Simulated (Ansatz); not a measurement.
The geometry has D3h symmetry (within 0.05 Å) and had no frequency check at the DFT level, so a distortion to lower symmetry isn't ruled out.

Species: silicon carbide flake of 1 rings (benzene shape) `c1[siH]c[siH]c[siH]1` (charge 0, multiplicity 1).

Give a relaxed geometry from B3LYP-D3(BJ)/def2-SVP (Ansatz, an electronic-structure program).

the end point of this relaxation (outside a Z-matrix the atoms follow the SMILES, hydrogens last).
Cartesian coordinates (Å) in one orientation:
```xyz
12

C     -1.536    -0.888    -0.002
Si    -1.531     0.883    -0.001
C     -0.001     1.774     0.001
Si     1.530     0.885     0.002
C      1.537    -0.886     0.001
Si     0.001    -1.767    -0.001
H     -2.484    -1.436    -0.003
H     -2.819     1.626    -0.002
H     -0.002     2.869     0.001
H      2.818     1.629     0.004
H      2.485    -1.433     0.002
H      0.002    -3.255    -0.002
```
